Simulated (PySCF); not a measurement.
GaH₂, SMILES [GaH2-] (connectivity only; charge and spin as stated), charge -1, multiplicity 1.

Coordinates come from a PBE-D3(BJ)/def2-TZVPD optimisation.

Method: PBE-D3(BJ)/def2-TZVPD run with PySCF 2.14.0.

Frequencies are harmonic and unscaled.

```
mode  ν (cm⁻¹)  IR (km/mol)  moving atoms (share of kinetic energy)
----  --------  -----------  --------------------------------------
1          757        206.2                                  H 98 %
2         1318       1333.6                                  H 99 %
3         1338       1164.9                                  H 99 %
```
